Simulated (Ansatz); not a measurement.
Cost and result for the atomization energy of C2H10NPSi, SMILES `CC([SiH3])NP` (15 atoms, 14 bonds).

```tsv
atom	x (Å)	y (Å)	z (Å)
C1	0.757	-1.533	-0.632
C2	0.352	-0.359	0.252
Si3	1.161	1.241	-0.391
N4	-1.098	-0.282	0.323
P5	-1.869	1.194	0.621
H6	0.415	-1.386	-1.659
H7	0.310	-2.463	-0.265
H8	1.841	-1.669	-0.641
H9	0.793	-0.520	1.251
H10	0.538	1.684	-1.665
H11	2.582	0.878	-0.651
H12	1.151	2.347	0.600
H13	-1.522	-1.129	0.673
H14	-2.237	1.138	2.005
H15	-3.175	0.859	0.179
```

The species carries charge 0 and has multiplicity 1. The geometry is a stationary point of PBE0-D4/def2-TZVP. It is one conformer, not always the lowest. Program: Ansatz. All runs use 2 threads of an AMD EPYC 7R13 on a shared host and a share of an NVIDIA H100 80 GB. Times are those of one run each, without the atoms' runs, and a repeat can differ threefold. Electronic energies, without spin–orbit coupling; frozen cores. CCSD(T)/CBS adds CCSD(T) − MP2 in def2-TZVPP to the MP2 limit, and its time is that of the two runs behind it. T1 = 0.011. B3LYP takes the VWN-RPA correlation (the form of Gaussian; ORCA's B3LYP/G).

CCSD(T)/CBS is a level of theory with its own doubt, some kJ/mol a heavy atom from the limit and from the frozen cores, so smaller differences don't rank the functionals.

```tsv
level	functions	wall time	atomization (kJ/mol)	difference from CCSD(T)/CBS	per bond
B2PLYP/def2-TZVPP	317	8.5 s	4989.5	-58.1	-4.1
ωB97X-V/def2-TZVPP	317	9.5 s	5095.4	47.8	3.4
PBE-D4/def2-TZVPP (with forces)	317	11 s	5109.3	61.7	4.4
B3LYP-D4/def2-TZVPP (with forces)	317	11 s	5075.5	27.9	2.0
PBE0-D4/def2-TZVPP	317	11 s	5048.6	1.0	0.1
ωB97M-V/def2-TZVPP (with forces)	317	12 s	5083.9	36.3	2.6
MP2/def2-QZVPP	611	12 s	4995.5	-52.1	-3.7
r2SCAN-D4/def2-TZVPP (with forces)	317	12 s	5037.2	-10.4	-0.7
CCSD(T)/def2-TZVPP	317	14 s	4908.8	-138.8	-9.9
CCSD(T)/CBS(def2)	–	25 s	5047.6	0.0	0.0
```

The D4 term adds +58.1 kJ/mol with B3LYP and +30.8 kJ/mol with PBE0; it sums over pairs of atoms, weighted by their polarisabilities, and B3LYP, whose exchange is more repulsive, gets the larger term. From PBE to PBE0 (25 % exact exchange), in def2-TZVPP and without D4, the atomization energy moves by −55.3 kJ/mol: exact exchange takes away binding that semilocal exchange gives to molecules. In def2-TZVPP, CCSD(T) changes the Hartree–Fock value by +1270.9 kJ/mol (the triples alone add +63.3 kJ/mol) and MP2 by +1275.2 kJ/mol; breaking electron pairs costs correlation energy, which Hartree–Fock lacks.
